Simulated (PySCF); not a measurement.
(1E)-1-bromobuta-1,3-diene (C4H5Br), SMILES C=C/C=C/Br.

The structure is a stationary point at B3LYP-D3(BJ)/def2-SVP. The values are those of a single conformer.

Method: TDDFT-PBE/def2-SVPD (PySCF).

Vertical excitations.  State labels are in the subgroup Cs.

Task: List the lowest excited states. (Estimate from the structure and the level; the computed values follow.)

Result: 
| state | symmetry | energy (eV) | λ (nm) | f | main pairs |
|---|---|---|---|---|---|
| S1 | A' | 4.84 | 256 | 0.537 | HOMO→LUMO 87 % |
| S2 | A" | 4.92 | 252 | 0.000 | HOMO−1→LUMO 100 % |
| S3 | A" | 4.94 | 251 | 0.001 | HOMO→LUMO+1 99 % |
| S4 | A' | 5.83 | 213 | 0.080 | HOMO−2→LUMO 47 %, HOMO→LUMO+2 44 % |
| S5 | A" | 6.12 | 203 | 0.003 | HOMO→LUMO+3 100 % |
| S6 | A" | 6.25 | 198 | 0.014 | HOMO→LUMO+4 100 % |
| S7 | A' | 6.40 | 194 | 0.002 | HOMO−1→LUMO+1 99 % |
| S8 | A" | 6.43 | 193 | 0.000 | HOMO→LUMO+5 100 % |
| S9 | A' | 6.53 | 190 | 0.130 | HOMO→LUMO+2 38 %, HOMO−2→LUMO 35 %, HOMO−4→LUMO 17 % |
| S10 | A" | 6.66 | 186 | 0.000 | HOMO−3→LUMO 99 % |
| T1 | A' | 2.96 | 419 | 0 | HOMO→LUMO 97 % |
| T2 | A" | 4.57 | 271 | 0 | HOMO→LUMO+1 100 % |
| T3 | A" | 4.83 | 256 | 0 | HOMO−1→LUMO 100 % |
| T4 | A' | 4.87 | 255 | 0 | HOMO−2→LUMO 72 %, HOMO→LUMO+2 21 % |
Triplets are in the Tamm–Dancoff approximation, which puts them higher than full response would, so one can lie above its singlet here.
